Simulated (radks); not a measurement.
Results of a calculation; reference values are marked as such.
C II, configuration [He] 2p3 (not the ground configuration).

Code: a radial shooting solver on a logarithmic mesh with Libxc functionals. Model: scalar-relativistic Kohn-Sham, PBE, spin-unpolarised, spherical densities, finite nucleus; Fermi nuclear charge, rms radius 2.4702 fm.

Energy parts (eV):
| part | energy |
|---|---|
| total | -999.265 |
| kinetic | 997.182 |
| electron-nucleus | -2274.462 |
| Hartree | 405.155 |
| exchange-correlation | -127.139 |

Orbitals (lengths in bohr, moments of r in powers of bohr; r(max) is where P^2 peaks; r(90%) holds 90 % of the orbital's charge):
orbital  occ.  eigenvalue (eV)  r(90%)   <1/r>  r(max)
1s          2        -288.9784   0.485   5.657  0.1736
2p          3         -17.1949    2.53  0.8726   1.116

The highest occupied level is 2p at -17.195 eV. Summed over all electrons, <r^2> = 8.810 bohr^2, which gives a Langevin (diamagnetic) susceptibility term of -6.98 x 10^-6 cm^3/mol. The electron density at the nucleus is 124.6 e/bohr^3 (large components only). The density falls to 0.001 e/bohr^3 at r = 3.32 bohr.
